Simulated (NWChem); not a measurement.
System: CH7FN2Si; SMILES [Si@H](F)(N)CN

The following NWChem deck was run.

```
start job
memory heap 200 mb stack 900 mb global 1100 mb
geometry units angstroms noautoz
  N     -0.009110     2.339649    -0.171745
  C      0.689442     1.158489     0.387700
  Si     0.062643    -0.488223    -0.287690
  N     -1.592805    -0.667215     0.158901
  F      1.025232    -1.682283     0.258443
  H      0.159118     2.390156    -1.176105
  H     -1.015522     2.211439    -0.069028
  H      1.764448     1.273477     0.201878
  H      0.584664     1.185645     1.481480
  H      0.094792    -0.543631    -1.772095
  H     -2.187995    -1.304498    -0.357163
  H     -1.864887    -0.638494     1.135316
end
basis spherical
  * library def2-svpd
end
dft
  xc xtpss03 ctpss03
  iterations 150
  convergence energy 1d-9 density 1d-8 gradient 1d-7
  tolerances tight
end
task dft gradient
```

Parts of the log:

```
             Northwest Computational Chemistry Package (NWChem) 7.3.0
             --------------------------------------------------------

 C1  symmetry detected

                             Geometry "geometry" -> ""
                             -------------------------

 Output coordinates in angstroms (scale by  1.889725989 to convert to a.u.)

  No.       Tag          Charge          X              Y              Z
 ---- ---------------- ---------- -------------- -------------- --------------
    1 N                    7.0000     0.07288229     2.31828928    -0.08364447
    2 C                    6.0000     0.74959404     1.08733420     0.38848196
    3 Si                  14.0000     0.01157854    -0.50324118    -0.30872111
    4 N                    7.0000    -1.62125360    -0.62965637     0.22967292
    5 F                    9.0000     0.95025888    -1.75771431     0.13376561
    6 H                    1.0000     0.18417645     2.40151729    -1.09373225
    7 H                    1.0000    -0.93051498     2.22878446     0.07458482
    8 H                    1.0000     1.81595050     1.16404108     0.14273838
    9 H                    1.0000     0.71026963     1.07539991     1.48683606
   10 H                    1.0000    -0.04563099    -0.50091203    -1.79340406
   11 H                    1.0000    -2.27342296    -1.22017487    -0.27298584
   12 H                    1.0000    -1.83422225    -0.62828608     1.22107710

 Effective nuclear repulsion energy (a.u.)     247.6072701334

                                 NWChem DFT Module
                                 -----------------

 Summary of "ao basis" -> "ao basis" (spherical)
 ------------------------------------------------------------------------------
       Tag                 Description            Shells   Functions and Types
 ---------------- ------------------------------  ------  ---------------------
 N                         def2-svpd                 8       20   4s2p2d
 C                         def2-svpd                 8       20   4s2p2d
 Si                        def2-svpd                10       24   5s3p2d
 F                         def2-svpd                 9       23   4s3p2d
 H                         def2-svpd                 4        8   2s2p

  itol2e modified to match energy
  convergence criterion.
  tol_rho modified to match energy
  convergence criterion.

            General Information
            -------------------
          SCF calculation type: DFT
          Wavefunction type:  closed shell.
          No. of atoms     :    12
          No. of electrons :    50
           Alpha electrons :    25
            Beta electrons :    25
          Charge           :     0
          Spin multiplicity:     1
          Use of symmetry is: off; symmetry adaption is: off
          Maximum number of iterations: 150
          AO basis - number of functions:   163
                     number of shells:    71
          Convergence on energy requested:  1.00D-09
          Convergence on density requested:  1.00D-08
          Convergence on gradient requested:  1.00D-07

              XC Information
              --------------
                  TPSS metaGGA Exchange Functional  1.000
             TPSS03 metaGGA Correlation Functional  1.000

             Grid Information
             ----------------
          Grid used for XC integration:  medium
          Radial quadrature: Mura-Knowles
          Angular quadrature: Lebedev.
          Tag              B.-S. Rad. Rad. Pts. Rad. Cut. Ang. Pts.
          ---              ---------- --------- --------- ---------
          N                   0.65       49          12.0       434
          C                   0.70       49          11.0       434
          Si                  1.10       88          10.0       590
          F                   0.50       49          12.0       434
          H                   0.35       45          12.0       434
          Grid pruning is: on
          Number of quadrature shells:   599
          Spatial weights used:  Erf1

      Superposition of Atomic Density Guess
      -------------------------------------

 Sum of atomic energies:        -537.64517538

      Non-variational initial energy
      ------------------------------

 Total energy =    -539.927632
 1-e energy   =   -1232.737562
 2-e energy   =     445.202660
 HOMO         =      -0.285761
 LUMO         =       0.046312

[...]

                         DFT ENERGY GRADIENTS

    atom               coordinates                        gradient
                 x          y          z           x          y          z
   1 N       0.137728   4.380931  -0.158065   -0.001931   0.001431  -0.001682
   2 C       1.416527   2.054764   0.734124    0.000613   0.000184   0.000412
   3 Si      0.021880  -0.950988  -0.583398    0.007260  -0.016266   0.007766
   4 N      -3.063725  -1.189878   0.434019    0.000493  -0.000217  -0.000125
   5 F       1.795729  -3.321598   0.252780   -0.011678   0.015652  -0.004967
   6 H       0.348043   4.538210  -2.066854   -0.000210  -0.001882   0.003898
   7 H      -1.758418   4.211792   0.140945    0.004477  -0.001150  -0.000360
   8 H       3.431649   2.199719   0.269736   -0.004246  -0.000131   0.001278
   9 H       1.342215   2.032211   2.809713    0.000213   0.000153  -0.004464
  10 H      -0.086230  -0.946586  -3.389042   -0.000545   0.000709   0.000577
  11 H      -4.296146  -2.305796  -0.515868    0.003541   0.001946   0.001720
  12 H      -3.466177  -1.187289   2.307501    0.002014  -0.000429  -0.004053
```

Level: TPSS/def2-SVPD. The geometry was optimised at B3LYP/6-31G* (spherical d).
